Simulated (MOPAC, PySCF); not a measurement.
CH$_{4}$B$_{2}$, SMILES `BB=C` (H–B–B–C torsion 137°), neutral singlet in the gas phase. 

Cartesian coordinates (Å):
```xyz
7

B      1.4604     0.2565     0.2593
B     -0.0975    -0.0164    -0.0177
C     -1.4487    -0.2541    -0.2575
H      2.1479     0.7942    -0.5587
H      1.9703    -0.0718     1.2905
H     -1.9381     0.0325    -1.1839
H     -2.0943    -0.7409     0.4681
```
Charge 0, multiplicity 1.

All levels are single points at this geometry (PBE0-D3(BJ)/def2-TZVP); Pople sets use spherical d functions. Orbital energies aren't observables, and empty levels follow the basis.

PBE/6-31G* in PySCF gives dipole (D) = 0.99.

Question: Estimate the dipole (D) from each of these levels: PBE-D3(BJ)/def2-TZVP in PySCF; ωB97X-D3(BJ)/def2-TZVP in PySCF; B3LYP/6-311+G** in PySCF; B3LYP/6-31G* in PySCF; BP86/6-31G* in PySCF; M06-2X/6-31G* in PySCF; SVWN5/6-31G* in PySCF; HF/3-21G in PySCF; HF/STO-3G in PySCF; AM1 in MOPAC; PM3 in MOPAC; PM7 in MOPAC.

Answer: 
```
level                            dipole (D)
-------------------------------  ----------
PBE-D3(BJ)/def2-TZVP in PySCF          0.79
ωB97X-D3(BJ)/def2-TZVP in PySCF        0.24
B3LYP/6-311+G** in PySCF               0.56
B3LYP/6-31G* in PySCF                  0.79
BP86/6-31G* in PySCF                   0.99
M06-2X/6-31G* in PySCF                 0.45
SVWN5/6-31G* in PySCF                  1.04
HF/3-21G in PySCF                      0.29
HF/STO-3G in PySCF                     0.13
AM1 in MOPAC                           1.23
PM3 in MOPAC                           1.10
PM7 in MOPAC                           0.93
```
